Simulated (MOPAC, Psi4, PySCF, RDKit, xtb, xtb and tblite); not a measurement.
Two geometries of SMILES C(=C/C(C)C)/C(C)C, relaxed at GFN2-xTB with one dihedral held; other torsions can differ between them too.

Structure A

```
24

C     -2.6088    -0.1897     0.9079
C     -1.6987     0.3149    -0.2180
C     -2.5713     0.7187    -1.4079
C     -0.6630    -0.7453    -0.4980
C     -0.0055    -1.0914    -1.5954
C     -0.0069    -0.5043    -2.9762
C     -0.7052    -1.4622    -3.9452
C      1.4379    -0.2669    -3.4220
H     -3.3322     0.5736     1.1869
H     -3.1509    -1.0747     0.5809
H     -2.0299    -0.4471     1.7924
H     -1.1735     1.2088     0.1469
H     -3.4474     1.2577    -1.0512
H     -2.9093    -0.1619    -1.9482
H     -2.0440     1.3730    -2.0950
H     -0.4420    -1.3300     0.3888
H      0.6776    -1.9302    -1.5083
H     -0.5268     0.4529    -2.9890
H     -0.6919    -1.0579    -4.9552
H     -0.2008    -2.4264    -3.9526
H     -1.7397    -1.6198    -3.6492
H      1.9891    -1.2049    -3.4482
H      1.9418     0.4086    -2.7339
H      1.4606     0.1728    -4.4169
```

Structure B

```
24

C     -2.6782    -0.2020     0.8741
C     -1.6233     0.2586    -0.1373
C     -2.2976     0.7567    -1.4131
C     -0.6420    -0.8395    -0.4575
C      0.1664    -1.4764     0.3763
C      0.4403    -1.1605     1.8176
C      1.9384    -0.9080     2.0045
C     -0.0113    -2.3237     2.7041
H     -3.3900     0.6001     1.0605
H     -3.2229    -1.0589     0.4814
H     -2.2275    -0.4883     1.8179
H     -1.0756     1.0987     0.3117
H     -2.9731     1.5805    -1.1922
H     -2.8733    -0.0436    -1.8742
H     -1.5551     1.1051    -2.1280
H     -0.6877    -1.1910    -1.4812
H      0.7715    -2.2877    -0.0114
H     -0.0977    -0.2554     2.1107
H      2.1558    -0.6634     3.0422
H      2.5108    -1.7925     1.7321
H      2.2651    -0.0809     1.3779
H      0.5326    -3.2289     2.4417
H     -1.0742    -2.5160     2.5757
H      0.1774    -2.1000     3.7521
```

Problem. Which is lower in energy at the level PBE0-D3(BJ)/def2-SVP // GFN2-xTB in Psi4, and by how much?

Solution. B is lower, by 2.42 kcal/mol (dihedral C1–C2–C4–C5: 150° in A, -60° in B).

E(B) − E(A) in kcal/mol at the other levels, on the same two geometries: GFN2-xTB (xtb and tblite) -2.90; MMFF94 // GFN2-xTB (RDKit) -2.39; PBE0/def2-SVP // GFN2-xTB (Psi4) -2.38; PBE/def2-SVP // GFN2-xTB (Psi4) -2.21; PBE-D3(BJ)/def2-SVP // GFN2-xTB (Psi4) -2.25; UFF // GFN2-xTB (RDKit) -11.90; PM3, restricted, heats of formation // GFN2-xTB (MOPAC) -2.59; PM7, restricted, heats of formation // GFN2-xTB (MOPAC) -2.93; GFN1-xTB // GFN2-xTB (xtb) -2.27; restricted B3LYP/6-31G*, spherical d, density fitting // GFN2-xTB (PySCF) -2.43; restricted Hartree-Fock/6-31G*, spherical d, density fitting // GFN2-xTB (PySCF) -2.88.
